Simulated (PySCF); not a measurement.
A structure optimised at B3LYP-D3(BJ)/def2-SVP, used in a PySCF frequency run:

```
Sn
O 1 1.9764
H 2 0.9683 1 112.39
O 1 1.9835 2 108.90 3 48.26
H 4 0.9689 1 110.92 2 -116.70
H 1 1.7013 2 107.23 3 171.74
Cl 1 2.3676 6 112.69 2 -120.73
```
Charge 0, spin multiplicity 1.

Question: Write its SMILES and formula.

Answer: [OH][SnH]([OH])[Cl], ClH3O2Sn

Question: What are its rotational constants (standard atomic weights)?

Answer: 4.2906, 2.2747, 1.7816 GHz
